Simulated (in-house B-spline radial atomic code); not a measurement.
A calculation on Ru⁺ (with a hole in an inner shell): its settings, and results tabulated from the run. Computed with a radial B-spline atomic code at the basis-set limit: Dirac-Hartree-Fock, average of the jj configuration, Fermi nucleus of rms radius 4.4809 fm.

In the input, a minus or plus after the letter marks the j = l - 1/2 or j = l + 1/2 subshell.

Command:
```bash
python run_scf.py task.json out
```
Settings (nuclear radius in fm, mass in u):
```
Z                44
configuration    1s2 2s2 2p6 3s2 3p-1 3p+4 3d10 4s2 4p6 4d7 5s1
hamiltonian      dirac
method           hf
spin_polarised   False
nucleus          fermi
rms_radius       4.4809
atomic_mass      101.90434
speed_of_light   137.035999084
```

Output (hartree, bohr):
```
 radial grid: 81 intervals, B-splines of order 8, outer radius 60 bohr

 iter        energy (Eh)    residual
    1       -4500.566225    5.47e-01
    2       -4506.781345    3.87e-01
    3       -4510.727313    7.92e-02
    4       -4511.042922    1.58e-02
    5       -4511.061427    1.31e-02
    6       -4511.067193    1.92e-03
    7       -4511.067225    1.25e-04
    8       -4511.067226    9.04e-06
    9       -4511.067226    4.39e-06
   10       -4511.067226    4.30e-07

 total energy                     -4511.06723
 kinetic                            4694.0906
 electron-nucleus                 -10880.6538
 electron-electron                  1675.4960

 first-order corrections (not in the total)
   Gaunt                             3.1288
   retardation                      -0.3125
   frequency dependence             -0.0218
   self-energy                       2.1309
   Uehling                          -0.2519
   Wichmann-Kroll                    0.0041
   recoil                            0.0170

 orbital      occ     eigenvalue          <r>       <r^2>       <1/r>     <1/r^3>       <r^4>       r_max    small
 1s1/2      2.000      -819.4777     0.033423  0.00150853     45.8819           - 5.91092e-06     0.02172  2.59e-02
 2s1/2      2.000      -121.9786     0.144933   0.0248263      10.527           -  0.00106608      0.1228  5.38e-03
 2p1/2      2.000      -112.3925     0.123803   0.0188279     10.4554           - 0.000716413     0.09561  5.34e-03
 2p3/2      4.000      -107.6573     0.128327   0.0200946     9.92291     2798.87 0.000802798     0.09947  5.17e-03
 3s1/2      2.000       -23.4734     0.397661    0.180935     3.66814           -   0.0502123      0.3593  1.49e-03
 3p1/2      1.000       -19.9792     0.393469    0.180653     3.55464           -   0.0542745      0.3473  1.43e-03
 3p3/2      4.000       -19.0037     0.400614    0.186297     3.44018     494.728   0.0557794      0.3557  1.39e-03
 3d3/2      4.000       -12.3433     0.375686    0.168374     3.25606     73.8937   0.0534226      0.2973  1.27e-03
 3d5/2      6.000       -12.3352     0.378791    0.170884     3.22138     70.0179   0.0547402      0.3004  1.25e-03
 4s1/2      2.000        -4.0519      1.00242     1.13685     1.36153           -     1.94573         0.9  3.49e-04
 4p1/2      2.000        -2.7928      1.08268     1.34386     1.25986           -     2.85845      0.9517  3.13e-04
 4p3/2      4.000        -2.6767      1.10741     1.40248     1.21014     74.1472     3.10606      0.9686  2.90e-04
 4d3/2      2.800        -0.8645      1.45273     2.52422    0.915473     6.81138     12.1609       1.138  1.77e-04
 4d5/2      4.200        -0.8520      1.46626     2.57194     0.90574     6.39828     12.6376       1.147  1.74e-04
 5s1/2      1.000        -0.5239      3.04856     10.5246    0.413961           -     171.716       2.605  3.85e-05
```

Run time, properties included: 1.5 s on 1 thread of Arm Neoverse V1, on a shared host.

For the Dirac Hamiltonian the kinetic term is c α·p + (β - 1)c².
